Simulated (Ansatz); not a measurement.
A nudged elastic band was laid between two geometries of Cl$_{3}$FH$_{4}$NOTa (11 atoms, charge 0, multiplicity 1).

Computed with Ansatz 0.2.0, RKS PBE/def2-SVP.

- movable images: 7
- climbing image: from the first iteration
- spring: 5.0 eV/Å²
- optimiser: lbfgs
- start path: through a guess of the saddle point
- force threshold: 0.03 eV/Å
- iteration limit: 60
- end points: relaxed

Image 0:

```xyz
11
Properties=species:S:1:pos:R:3
Ta -0.051 -0.169 -0.162
O 1.948 -0.065 -0.142
H 2.511 0.586 0.311
Cl -0.010 -0.367 2.200
Cl -0.091 0.368 -2.454
N -0.793 1.624 0.149
H -1.036 1.992 1.075
H -1.074 2.265 -0.600
Cl -1.840 -1.664 -0.344
F 1.156 -2.188 -0.559
H 1.915 -1.561 -0.405
```

Image 8:

```xyz
11
Properties=species:S:1:pos:R:3
Ta -0.279 -0.488 -0.238
O 1.986 0.206 -0.217
H 2.203 0.319 0.733
Cl 0.181 -0.572 2.103
Cl -0.145 0.064 -2.513
N -0.719 1.439 0.073
H -0.770 1.889 0.994
H -0.740 2.154 -0.664
Cl -2.349 -1.507 -0.187
F 0.803 -2.073 -0.534
H 2.463 -0.612 -0.478
```

Question: Which bonds break or form, and what moves?

Answer: Bonds broken: F10–H11. Bonds formed: O2–H11.

Question: Give the energies along the band, and the barrier.

Answer: It did not converge within its limit. The highest image is number 1 of 0 to 8, 0.011 eV above the first end and 0.663 eV above the last; the last end lies 0.651 eV below the first. The band didn't meet its force threshold, so its energies are provisional: the largest band force was still 0.12 eV/Å, and over the last iterations the top stayed at 0.01 eV. The orbitals stay closed-shell, which can raise the energy where a bond breaks towards radicals; this wasn't checked here.

```tsv
image	path coordinate (Å)	energy (eV)	F10–H11 (Å)	O2–H11 (Å)
0	0.00	0.000	1.00	1.52
1	0.50	0.011	1.03	1.44
2	0.81	-0.038	1.22	1.18
3	1.12	-0.319	1.50	1.03
4	1.43	-0.488	1.75	1.00
5	1.72	-0.549	1.97	0.99
6	2.00	-0.602	2.11	0.98
7	2.30	-0.638	2.16	0.98
8	2.60	-0.651	2.21	0.98
```

Run time: 19 min on 4 threads of Arm Neoverse V1, with other jobs on the host, peak memory 0.24 GiB.
